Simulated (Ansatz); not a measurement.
Gas-phase electronic energies from Ansatz, PBE0-D4/def2-TZVP geometries. CCSD(T)/CBS is the MP2 limit (def2-TZVPP, def2-QZVPP) plus CCSD(T) − MP2 in def2-TZVPP, frozen cores. This one scheme is used for every species. Functionals use def2-TZVPP. B3LYP here is the variant with VWN-RPA as its local correlation; programs differ in this. HSE06 is defined as in plane-wave codes. For Br outer-core shells are correlated without core-valence functions, which leaves a few kJ/mol of doubt a bond. Scalar relativity is left out up to krypton.

`[SiH]Cl` + HBr → `[SiH]Br` + HCl  (ligand exchange at the Si–Cl bond)

`[SiH]Cl`:

Z-matrix (Å, degrees):
```
Si
Cl 1 2.077
H 1 1.529 2 94.7
```

HBr:

Cartesian coordinates in Å:
```
Br 0.581 0.185 -0.364
H -0.581 -0.185 0.364
```

`[SiH]Br`:

Cartesian coordinates in Å:
```
Si -0.854 -0.113 -0.155
Br 0.657 1.144 0.929
H 0.197 -1.032 -0.774
```

HCl:

Z-matrix (Å, degrees):
```
Cl
H 1 1.279
```

```tsv
level	ΔE (kJ/mol)	difference from CCSD(T)/CBS
LDA (SPW92)	-2.6	0.8
PBE-D4	-3.8	-0.4
revPBE-D4	-3.4	0.0
BLYP-D4	-1.3	2.1
r2SCAN-D4	-2.8	0.6
PBE0-D4	-4.1	-0.7
B3LYP-D4	-1.8	1.6
r2SCANh-D4	-3.1	0.3
r2SCAN0-D4	-3.5	-0.1
HSE06-D4	-4.3	-0.9
BHLYP-D4	-2.4	1.0
CAM-B3LYP-D4	0.6	4.0
ωB97X-V	-0.3	3.1
ωB97M-V	-0.6	2.8
B2PLYP	-1.5	1.9
PBE	-3.4	0.0
revPBE	-3.6	-0.2
BLYP	-0.7	2.7
r2SCAN	-2.8	0.6
PBE0	-3.7	-0.3
B3LYP	-1.1	2.3
r2SCANh	-3.0	0.4
HSE06	-3.9	-0.5
CAM-B3LYP	1.0	4.4
LC-ωPBE	-0.3	3.1
MP2/def2-SVP	-4.0	-0.6
CCSD/def2-SVP	-1.6	1.8
CCSD(T)/def2-SVP	-1.7	1.7
HF/def2-TZVPP	-1.5	1.9
MP2/def2-TZVPP	-2.8	0.6
SCS-MP2/def2-TZVPP	-1.6	1.8
CCSD/def2-TZVPP	-1.9	1.5
CCSD(T)/def2-TZVPP	-2.2	1.2
HF/def2-QZVPP	-0.8	2.6
MP2/def2-QZVPP	-3.3	0.1
SCS-MP2/def2-QZVPP	-1.8	1.6
CCSD/def2-QZVPP	-1.1	2.3
CCSD(T)/def2-QZVPP	-1.8	1.6
MP2/CBS(def2)	-4.0	-0.6
CCSD/CBS(def2)	-3.1	0.3
CCSD(T)/CBS	-3.4	0
```

Largest T1 diagnostic among the species: 0.013.

Leaving LDA and LC-ωPBE aside and taking each functional with its dispersion term where it has one, the values, not all of them listed here, spread over 5.3 kJ/mol, from HSE06-D4 to B97M-V.
